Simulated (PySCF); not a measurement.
FSn (SMILES [F][Sn+]), charge +1, singlet, at a GFN2-xTB geometry (such geometries of metal compounds can be far from the true shape) (all electrons, no relativity). Base run: B3LYP/STO-3G (PySCF).

Here is a job for PySCF.
```python
from pyscf import gto, scf, dft

mol = gto.M(
    atom='''
Sn   -0.000000   -0.000000   -0.312453
F     0.000000    0.000000    1.735848
''',
    basis='sto-3g',
    charge=1,
    spin=0,
    verbose=4,
)

mf = dft.RKS(mol)
mf.xc = 'b3lyp'
mf.kernel()
mf.analyze()
```

Each row names what was changed in the base input (with any setting that the change needs).

| change | ΔE vs base (µEh) | SCF cycles | outcome |
|---|---|---|---|
| base | 0.0 | 10 | converged |
| diis_space = 4 | 0.0 | 9 | converged |
| solver = newton | 0.0 | - | converged |
| diis = off (with mf.max_cycle = 100) | - | 100 | not converged |
| level_shift = 0.5 (with mf.max_cycle = 100) | 0.0 | 28 | converged |
| diis = off; damp = 0.6 (with mf.diis_start_cycle = 200; with mf.max_cycle = 150) | 0.0 | 59 | converged |
| conv_tol = 1e-12 | 0.0 | 16 | converged |
| conv_tol = 1e-7 | 0.0 | 8 | converged |
| conv_tol = 1e-6 | 0.4 | 7 | converged |
| init_guess = huckel | 0.0 | 30 | converged |
| solver = newton; init_guess = 1e | 0.0 | - | converged |
| DIIS = EDIIS | - | 50 | not converged |
| damp = 0.5; diis_start_cycle = 5 | 0.0 | 14 | converged |
